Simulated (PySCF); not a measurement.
**C₆ coefficients of unlike pairs at wB97X-V**

Calculated with PySCF 2.14 from the dipole response of each species, C₆(A,B) = (3/π) ∫ α_A(iu) α_B(iu) du, in atomic units, from isotropic polarisabilities. For ions this is the dispersion term alone; charge-induced terms of lower order in 1/R come first.

```
species      configuration                        basis     relativity  α (bohr³)  C₆ (like pair)
    Al⁺      [Ne] 3s2 (1S)     aug-cc-pV(D+d)Z (5s4p3d)           none      25.23           130.2
   Al²⁺      [Ne] 3s1 (2S)    def2-QZVPPD (10s6p5d2f1g)           none      14.50           39.96
    Si⁺  [Ne] 3s2 3p1 (2P)  aug-cc-pVQZ-DK (7s6p4d3f2g)  spin-free X2C      19.03           100.6
    Mg⁺      [Ne] 3s1 (2S)      dyall-av3z (20s13p6d4f)           none      36.31           162.4
```

Task: Estimate C₆ for Mg⁺ with Si⁺.

Result: The integral gives 118.7. The combination rule 2 C_A C_B / (C_A α_B/α_A + C_B α_A/α_B) gives 117.9 and the geometric mean 127.8.

No spin-orbit coupling is included.

The other pairs:

```
     pair     C₆
Mg⁺, Al²⁺  78.77
 Si⁺, Al⁺  113.1
Al²⁺, Al⁺  72.03
 Mg⁺, Al⁺  141.2
Si⁺, Al²⁺  62.40
```
